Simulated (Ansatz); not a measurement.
Spectroscopic constants of TiN, multiplicity 2 (the spin of the measured ground state). No spin–orbit coupling. Ti is treated without relativity. The T1 diagnostic near the minimum is 0.074, so single-reference values are doubtful.

Seven points along R, fitted to fifth degree in 1/R; most abundant isotopes. In def2 and cc sets the state is the lowest found near the PBE0 minimum, followed along R.

The values were computed with Ansatz (a program for electronic structure). Values without a source in brackets are computed.

Energies at wB97M-V/def2-TZVPP:

| R (Å) | E (hartree) |
|---|---|
| 1.431207 | -904.04261273 |
| 1.469680 | -904.05069437 |
| 1.505075 | -904.05442547 |
| 1.545088 | -904.05501349 |
| 1.585100 | -904.05235354 |
| 1.631268 | -904.04599651 |
| 1.685130 | -904.03511881 |

Q: With a reduced mass of 10.8379 u, find the minimum, the force constant and the constants.

A: A fifth-degree polynomial in 1/R puts the minimum at r_e = 1.5315 Å with force constant 939 N/m. Then ω_e = (1/2πc)√(k/μ) = 1212 cm⁻¹ and B_e = h/(8π²cμr_e²) = 0.6632 cm⁻¹; the cubic and quartic terms give α_e = 0.0028 and ω_e x_e = 4.1 cm⁻¹.
